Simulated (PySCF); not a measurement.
Dipole moment and polarisability of `O=Cc1ccc(C(=O)Cl)o1`

Species: C6H3ClO3.
Numbering: `[O:1]=[CH:2][c:3]1[cH:4][cH:5][c:6]([C:7](=[O:8])[Cl:9])[o:10]1` (hydrogens: H11 on C2; H12 on C4; H13 on C5)

Cartesian coordinates in Å at the GFN2-xTB level; atoms count from 1:
```xyz
13
C6H3ClO3 angstrom
O      3.4384   -0.0389   -0.1904
C      2.4189   -0.6678   -0.0822
C      1.0854   -0.0781   -0.0556
C      0.6861    1.2454   -0.1401
C     -0.7094    1.2353   -0.0617
C     -1.0748   -0.0955    0.0661
C     -2.4089   -0.6541    0.1855
O     -3.4336   -0.0479    0.1940
Cl    -2.3853   -2.4094    0.3269
O      0.0141   -0.8784    0.0690
H      2.4072   -1.7688    0.0076
H      1.3373    2.0892   -0.2447
H     -1.3798    2.0695   -0.0922
```

Level: B3LYP/def2-SVPD (PySCF), static field, nuclei fixed, core orbitals frozen in the response. The polarisability tensor in these axes (au):

```
x   148.93   8.65  -5.99
y     8.65 102.44  -4.40
z    -5.99  -4.40  54.74
```

Task: Give the principal values, the mean and the anisotropy Δα = √{½[(α1 − α2)² + (α2 − α3)² + (α1 − α3)²]}.

Result: Principal values 54.05, 101.11 and 150.95 au; mean 102.03 au = 15.12 Å³ = 16.82 × 10⁻⁴⁰ C²·m²/J; Δα = 83.94 au (82 % of the mean).

Task: What is the dipole moment, and where does it point?

Result: (0.44, 1.01, -0.11) D, 1.11 D in size, pointing from the negative to the positive side. Measured along this direction, the outermost atoms are Cl9 at the negative end and H12 at the positive end.

Task: What would n − 1 = 2πNα be for an ideal gas of these molecules at 350 K and 1 atm, electronic part alone?

Result: N = p/kT = 2.0968 × 10¹⁹ cm⁻³, so n − 1 = 2π × N × 15.12 × 10⁻²⁴ cm³ = 1992 × 10⁻⁶ at long wavelengths, for an ideal gas.

Task: Sum over states: ᾱ = Σ f/ω², ω in Eh. What share falls to these 8 lowest TDDFT singlets (eV, f)? 3.38, 0.0001; 4.17, 0.0000; 4.44, 0.5257; 5.00, 0.0002; 5.10, 0.0114; 5.22, 0.0002; 5.38, 0.0260; 5.82, 0.1558.

Result: They add up to 24.12 au, 23.6 % of the 102.03 au; the largest single term is 19.72 au, from the state at 4.44 eV. Terms in order: 0.00, 0.00, 19.72, 0.01, 0.32, 0.01, 0.66, 3.40 au. Higher excitations give the rest. The strengths listed sum to 0.719.

Task: What are the principal values of the traceless quadrupole moment, Θ = ½Σq(3rr − r²1), about the centre of nuclear charge?

Result: -25.31, 8.68, 16.63 D·Å. The values depend on the origin, since the dipole doesn't vanish. The electronic extent ⟨r²⟩ about the same centre is 1900 bohr², a root-mean-square distance of 2.58 Å for the 80 electrons.

Task: Along which axes do the principal values lie, and how far do the nuclei extend along each?

Result: Largest value along (0.98, 0.18, -0.07), where the nuclei span 6.77 Å; middle along (-0.19, 0.98, -0.07), 4.47 Å; least along (0.06, 0.08, 1.00), 0.00 Å. The response follows the extents in order.

Task: Find the Langevin capture rate constant for H3+ (3.023 u) meeting this molecule (157.977 u), k = 2.342 × 10⁻⁹ cm³/s × √(α in Å³ / reduced mass in u).

Result: The reduced mass is 2.97 u, so k = 5.29 × 10⁻⁹ cm³/s. The formula leaves out the permanent dipole, which adds to the capture rate.

The structure is a single GFN2-xTB conformer in the gas phase; no vibrational or solvent corrections.
